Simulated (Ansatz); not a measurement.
Cost and result up the ladder for Cu₅H₄ (9 atoms). Charge 0, multiplicity 2. Geometry: B3LYP-D4/def2-SVP.

```
atom   x (Å)   y (Å)   z (Å)
 Cu1   0.099  -1.908   1.314
 Cu2   0.865   0.353   1.375
 Cu3  -1.170   0.638  -2.352
 Cu4   0.175   1.596  -0.652
 Cu5  -0.724  -1.063  -0.755
  H6  -0.685  -2.538   0.074
  H7   0.878  -0.968   2.369
  H8  -0.505   2.117  -2.048
  H9   1.069   1.772   0.675
```

Ansatz on 4 threads of Arm Neoverse V2 on a shared host. Times are rough, and most runs start from the orbitals of an earlier one. PBE0-D4/def2-TZVP serves as the yardstick here, not as an exact answer. Differences are given only for rows in sets of like size (and for xTB, whose basis is part of the method), since another set adds its own error. Binding counts from free atoms at the same level (Cu doublet, H doublet; other spins of the atoms weren't run), without zero-point energy or a counterpoise term.

Correlated methods freeze 45 core orbitals. No other spin state of charge 0 was run. Another isomer (doublet) lies 0.42 eV lower at PBE0-D4/def2-TZVP; other spin states weren't run for this one.

Run but left out: HF/STO-3G (⟨S²⟩ 7.52, where a pure state has 0.75).

Correlated methods converge slowly with the basis.

```tsv
level	functions	wall time	binding energy per atom (eV)	difference from PBE0-D4/def2-TZVP (eV)
LDA (SPW92)/def2-TZVP	249	6 s	2.55	0.53
PBE-D4/def2-SVP	175	7 s	2.44	–
revPBE-D4/def2-TZVP	249	11 s	2.07	0.05
PBE-D4/def2-TZVP (with forces)	249	12 s	2.16	0.15
PBE0-D4/def2-SVP	175	12 s	2.22	–
PBE0-D4/def2-TZVP	249	22 s	2.02	0.00
MP2/def2-TZVP	249	22 s	1.99	-0.03
r2SCAN-D4/def2-TZVP	249	25 s	2.24	0.22
r2SCANh-D4/def2-TZVP	249	33 s	2.17	0.15
```
